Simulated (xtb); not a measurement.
F4Zr, charge -1, doublet, from a rough starting geometry (GFN-xTB shapes and energies of metal compounds can be far from the true ones) (the multiplicity is a formal guess); GFN2-xTB (xtb 6.7.1).

xtb was given this input:
```
$ xtb mol.xyz --gfn 2 --chrg -1 --uhf 1 --opt vtight --json

# file mol.xyz
5

Zr     0.04213320    -0.07613487    -0.03301814
F      1.18535647     0.84289496    -1.15884347
F      0.92435961    -1.17672797     1.07286602
F     -1.22302743    -0.94945782    -1.00150171
F     -0.96114721     1.27242363     1.05880100
```

Question: Predict the main parts of the log of this xtb run.

Answer: 
```
   ID    Z sym.   atoms
    1   40 Zr     1
    2    9 F      2-5

           -------------------------------------------------
          |                Calculation Setup                |
           -------------------------------------------------

           -------------------------------------------------
          |                 G F N 2 - x T B                 |
           -------------------------------------------------

          ...................................................
          :                      SETUP                      :
          :.................................................:
          :  # basis functions                  26          :
          :  # atomic orbitals                  25          :
          :  # shells                           11          :
          :  # electrons                        33          :
          :  max. iterations                   250          :
          :  Hamiltonian                  GFN2-xTB          :
          :  restarted?                      false          :
          :  GBSA solvation                  false          :
          :  PC potential                    false          :
          :  electronic temp.          300.0000000     K    :
          :  accuracy                    1.0000000          :
          :  -> integral cutoff          0.2500000E+02      :
          :  -> integral neglect         0.1000000E-07      :
          :  -> SCF convergence          0.1000000E-05 Eh   :
          :  -> wf. convergence          0.1000000E-03 e    :
          :  Broyden damping             0.4000000          :
          :  net charge                         -1          :
          :  unpaired electrons                  1          :
          ...................................................

 iter      E             dE          RMSdq      gap      omega  full diag
   1    -21.0641216 -0.210641E+02  0.708E+00    0.03       0.0  T
   2    -21.1747828 -0.110661E+00  0.385E+00    0.03       1.0  T
   3    -21.1762088 -0.142599E-02  0.230E+00    0.03       1.0  T
   4    -21.1763836 -0.174817E-03  0.407E-01    0.03       1.0  T
   5    -21.1764245 -0.409209E-04  0.158E-01    0.03       1.0  T
   6    -21.1764253 -0.758562E-06  0.953E-02    0.03       1.0  T
   7    -21.1764439 -0.186168E-04  0.623E-02    0.03       1.0  T
   8    -21.1764611 -0.171552E-04  0.122E-02    0.03       3.7  T
   9    -21.1764612 -0.911692E-07  0.226E-03    0.03      19.8  T
  10    -21.1764612 -0.129017E-07  0.295E-04    0.03     151.8  T
  11    -21.1764612 -0.147637E-09  0.107E-04    0.03     418.0  T

   *** convergence criteria satisfied after 11 iterations ***

         :::::::::::::::::::::::::::::::::::::::::::::::::::::
         ::                     SUMMARY                     ::
         :::::::::::::::::::::::::::::::::::::::::::::::::::::
         :: total energy             -21.131067410281 Eh    ::
         :: gradient norm              0.090931639515 Eh/a0 ::
         :: HOMO-LUMO gap              0.034411677057 eV    ::
         ::.................................................::
         :: SCC energy               -21.176460580525 Eh    ::
         :: -> isotropic ES            0.205082781909 Eh    ::
         :: -> anisotropic ES         -0.002374822898 Eh    ::
         :: -> anisotropic XC         -0.000836769608 Eh    ::
         :: -> dispersion             -0.002021064557 Eh    ::
         :: repulsion energy           0.045393170245 Eh    ::
         :: add. restraining           0.000000000000 Eh    ::
         :: total charge              -1.000000000000 e     ::
         :::::::::::::::::::::::::::::::::::::::::::::::::::::

      -----------------------------------------------------------
     |                   =====================                   |
     |                        A N C O P T                        |
     |                   =====================                   |
     |               Approximate Normal Coordinate               |
     |                Rational Function Optimizer                |
      -----------------------------------------------------------
      -----------------------------------------------------------
     |                   =====================                   |
     |                        A N C O P T                        |
     |                   =====================                   |
     |               Approximate Normal Coordinate               |
     |                Rational Function Optimizer                |
      -----------------------------------------------------------

          ...................................................
          :                      SETUP                      :
          :.................................................:
          :   optimization level         verytight          :
          :   max. optcycles                   200          :
          :   ANC micro-cycles                  20          :
          :   degrees of freedom                 9          :
          :.................................................:
          :   RF solver                   davidson          :
          :   write xtbopt.log                true          :
          :   linear?                        false          :
          :   energy convergence         0.1000000E-06 Eh   :
          :   grad. convergence          0.2000000E-03 Eh/α :
          :   maxmium RF displ.          1.0000000          :
          :   Hlow (freq-cutoff)         0.1000000E-01      :
          :   Hmax (freq-cutoff)         5.0000000          :
          :   S6 in model hess.         20.0000000          :
          ...................................................

generating ANC from exact Hessian ...
Using Lindh-Hessian (1995)
 Shifting diagonal of input Hessian by    0.0000000000000000
 Lowest  eigenvalues of input Hessian
    0.000000    0.000000    0.000000    0.000000    0.000000    0.000000
[...]
 * total energy  :   -21.1310674 Eh     change       -0.5822898E-11 Eh
 * total energy  :   -21.1417602 Eh     change       -0.1069278E-01 Eh
 * total energy  :   -21.1454974 Eh     change       -0.3737257E-02 Eh
 * total energy  :   -21.1458306 Eh     change       -0.3331864E-03 Eh
 * total energy  :   -21.1458506 Eh     change       -0.1999587E-04 Eh
 * total energy  :   -21.1458568 Eh     change       -0.6164046E-05 Eh
 * total energy  :   -21.1458586 Eh     change       -0.1841230E-05 Eh
 * total energy  :   -21.1458602 Eh     change       -0.1537375E-05 Eh
 * total energy  :   -21.1458621 Eh     change       -0.1901805E-05 Eh
 * total energy  :   -21.1458639 Eh     change       -0.1818996E-05 Eh
 * total energy  :   -21.1458649 Eh     change       -0.1033357E-05 Eh
 * total energy  :   -21.1458653 Eh     change       -0.3935643E-06 Eh
 * total energy  :   -21.1458653 Eh     change       -0.4090982E-08 Eh
   *** GEOMETRY OPTIMIZATION CONVERGED AFTER 13 ITERATIONS ***
[...]
          :  -> SCF convergence          0.1000000E-05 Eh   :
          :  -> wf. convergence          0.1000000E-03 e    :
          :  Broyden damping             0.4000000          :
          :  net charge                         -1          :
          :  unpaired electrons                  1          :
          ...................................................

 iter      E             dE          RMSdq      gap      omega  full diag
   1    -21.1670074 -0.211670E+02  0.268E-06    0.00       0.0  T
   2    -21.1670074 -0.710543E-14  0.187E-06    0.00   23930.8  T
   3    -21.1670074  0.710543E-14  0.391E-07    0.00  100000.0  T

   *** convergence criteria satisfied after 3 iterations ***

         :::::::::::::::::::::::::::::::::::::::::::::::::::::
         ::                     SUMMARY                     ::
         :::::::::::::::::::::::::::::::::::::::::::::::::::::
         :: total energy             -21.145865325073 Eh    ::
         :: gradient norm              0.000018590209 Eh/a0 ::
         :: HOMO-LUMO gap              0.000153459128 eV    ::
         ::.................................................::
         :: SCC energy               -21.167006554541 Eh    ::
         :: -> isotropic ES            0.209028868829 Eh    ::
         :: -> anisotropic ES         -0.002840382673 Eh    ::
         :: -> anisotropic XC         -0.000931743561 Eh    ::
         :: -> dispersion             -0.001969107453 Eh    ::
         :: repulsion energy           0.021141229468 Eh    ::
         :: add. restraining           0.000000000000 Eh    ::
         :: total charge              -1.000000000000 e     ::
         :::::::::::::::::::::::::::::::::::::::::::::::::::::

           -------------------------------------------------
          |                Property Printout                |
           -------------------------------------------------

    * Orbital Energies and Occupations

         #    Occupation            Energy/Eh            Energy/eV
      -------------------------------------------------------------
         1        2.0000           -0.6570336             -17.8788
       ...           ...                  ...                  ...
         5        2.0000           -0.3336903              -9.0802
         6        2.0000           -0.3068247              -8.3491
         7        2.0000           -0.3068215              -8.3490
         8        2.0000           -0.3068186              -8.3490
         9        2.0000           -0.2979427              -8.1074
        10        2.0000           -0.2979426              -8.1074
        11        2.0000           -0.2976950              -8.1007
        12        2.0000           -0.2976898              -8.1006
        13        2.0000           -0.2976873              -8.1005
        14        2.0000           -0.2965311              -8.0690
        15        2.0000           -0.2965299              -8.0690
        16        2.0000           -0.2965273              -8.0689
        17        0.5007           -0.0718067              -1.9540 (HOMO)
        18        0.4993           -0.0718010              -1.9538 (LUMO)
        19                         -0.0381832              -1.0390
        20                         -0.0381766              -1.0388
        21                         -0.0381614              -1.0384
        22                          0.3296061               8.9690
        23                          0.5993005              16.3078
        24                          0.5994332              16.3114
        25                          0.5994877              16.3129
      -------------------------------------------------------------
                  HL-Gap            0.0000056 Eh            0.0002 eV
             Fermi-level           -0.1279854 Eh           -3.4827 eV

     #   Z          covCN         q      C6AA      α(0)
     1  40 Zr       2.561     0.944   171.122    30.902
     2   9 F        0.640    -0.486    14.687     4.523
     3   9 F        0.640    -0.486    14.687     4.523
     4   9 F        0.640    -0.486    14.687     4.523
     5   9 F        0.640    -0.486    14.687     4.523

 Mol. C6AA /au·bohr⁶  :        732.975830
 Mol. C8AA /au·bohr⁸  :      49805.351990
 Mol. α(0) /au        :         48.992455

Wiberg/Mayer (AO) data.
largest (>0.10) Wiberg bond orders for each atom

 ---------------------------------------------------------------------------
     #   Z sym  total        # sym  WBO       # sym  WBO       # sym  WBO
 ---------------------------------------------------------------------------
     1  40 Zr   3.207 --     4 F    0.802     5 F    0.802     2 F    0.802
                             3 F    0.802
     2   9 F    0.882 --     1 Zr   0.802
     3   9 F    0.882 --     1 Zr   0.802
     4   9 F    0.882 --     1 Zr   0.802
     5   9 F    0.882 --     1 Zr   0.802
 ---------------------------------------------------------------------------

Topologies differ in total number of bonds
Writing topology from bond orders to xtbtopo.mol

molecular dipole:
                 x           y           z       tot (Debye)
 q only:        0.012       0.033       0.023
   full:        0.012       0.033       0.023       0.107
molecular quadrupole (traceless):
                xx          xy          yy          xz          yz          zz
 q only:       -0.000      -0.001      -0.003      -0.000      -0.001       0.003
  q+dip:       -0.000      -0.001      -0.003      -0.000      -0.001       0.003
   full:        0.000      -0.001      -0.003      -0.000      -0.001       0.002

optimized geometry written to: xtbopt.xyz

           -------------------------------------------------
          | TOTAL ENERGY              -21.145865325073 Eh   |
          | GRADIENT NORM               0.000018590209 Eh/α |
          | HOMO-LUMO GAP               0.000153459128 eV   |
           -------------------------------------------------

normal termination of xtb
```
